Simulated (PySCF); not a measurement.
ClMg, multiplicity 2. Atoms are numbered in the order given.

```xyz
2

Mg     0.0000     0.0000    -1.3032
Cl     0.0000     0.0000     0.9199
```
Charge 0, spin multiplicity 2.

Geometry optimised at B3LYP-D3(BJ)/def2-TZVPD. The spin state was assumed, not searched.

Calculation: B3LYP-D3(BJ)/def2-TZVPD (PySCF).

Frequencies are harmonic and unscaled.

| mode | ν (cm⁻¹) | IR (km/mol) | moving atoms (share of kinetic energy) |
|---|---|---|---|
| 1 | 442 | 70.7 | Mg 59 %, Cl 41 % |
